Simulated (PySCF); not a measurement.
PySCF input file for F4Ge, SMILES [F][Ge-]([F])([F])[F] (connectivity only; charge and spin as stated), charge -1, multiplicity 2, IEF-PCM-PBE0/def2-SVPD. Geometry optimised at B3LYP-D3(BJ)/def2-SVPD.

```python
import numpy as np
from pyscf import gto, scf, dft
from pyscf.solvent import pcm

mol = gto.M(
    atom='''
    Ge    0.00000000   -0.00000000   -0.20249226
    F    -0.00000001    0.00000001    1.59173571
    F     1.61189162   -0.93062606   -0.29058773
    F     0.00000000    1.86125212   -0.29058774
    F    -1.61189161   -0.93062606   -0.29058774
    ''',
    basis='def2-SVPD',
    charge=-1,
    spin=1,
    max_memory=1600,
    verbose=3,
)
mf = dft.UKS(mol, xc='pbe0').density_fit(auxbasis='def2-universal-jkfit')
mf.grids.level = 3
mf.conv_tol = 1e-9
mf.max_cycle = 100
mf.kernel()
fine, coarse = mf.grids, dft.Grids(mol).set(level=1).build(with_non0tab=True)
for _ in range(3):  # follow internal instabilities
    mf.grids = coarse
    mo, _, stable, _ = mf.stability(return_status=True, nroots=4)
    mf.grids = fine
    if stable:
        break
    mf.kernel(mf.make_rdm1(mo, mf.mo_occ))
res = {}
for name, eps in {'water': 78.355, 'ethylethanoate': 5.9867, 'diethylether': 4.24}.items():
    s = mf.PCM()
    s.with_solvent.method, s.with_solvent.eps, s.with_solvent.lebedev_order = 'IEF-PCM', eps, 29
    s.kernel(mf.make_rdm1())
    res[name] = (s.e_tot, eps, s.dip_moment(), s.mo_energy, s.converged)
    print(f'{name}: electrostatic solvation free energy {(s.e_tot - mf.e_tot) * 627.509474:.3f} kcal/mol')
```

Program output:

```

WARN: HOMO -0.202799459659174 >= LUMO -0.20279945965917

converged SCF energy = -2475.3880741672  <S^2> = 0.75306478  2S+1 = 2.0030624
<class 'pyscf.df.df_jk.DFUKS'> wavefunction is stable in the internal stability analysis

WARN: PCM is an experimental feature. It is still in testing.
Features and APIs may be changed in the future.

converged SCF energy = -2475.47474457516  <S^2> = 0.75305102  2S+1 = 2.0030487

WARN: System has nonzero charge -1; the dipole moment is origin-dependent.
Location of origin: [0. 0. 0.]

Dipole moment(X, Y, Z, Debye): -0.00000, -0.00028, -1.36441
water: electrostatic solvation free energy -54.387 kcal/mol

WARN: PCM is an experimental feature. It is still in testing.
Features and APIs may be changed in the future.

converged SCF energy = -2475.46102756852  <S^2> = 0.7530613  2S+1 = 2.003059

WARN: System has nonzero charge -1; the dipole moment is origin-dependent.
Location of origin: [0. 0. 0.]

Dipole moment(X, Y, Z, Debye): -0.00000,  0.00057, -1.26314
ethylethanoate: electrostatic solvation free energy -45.779 kcal/mol

WARN: PCM is an experimental feature. It is still in testing.
Features and APIs may be changed in the future.

converged SCF energy = -2475.45493881634  <S^2> = 0.7530644  2S+1 = 2.0030621

WARN: System has nonzero charge -1; the dipole moment is origin-dependent.
Location of origin: [0. 0. 0.]

Dipole moment(X, Y, Z, Debye): -0.00000,  0.00073, -1.22583
diethylether: electrostatic solvation free energy -41.958 kcal/mol
```

The run converged.

Cost: about 2.2 core-minutes (a rough figure).
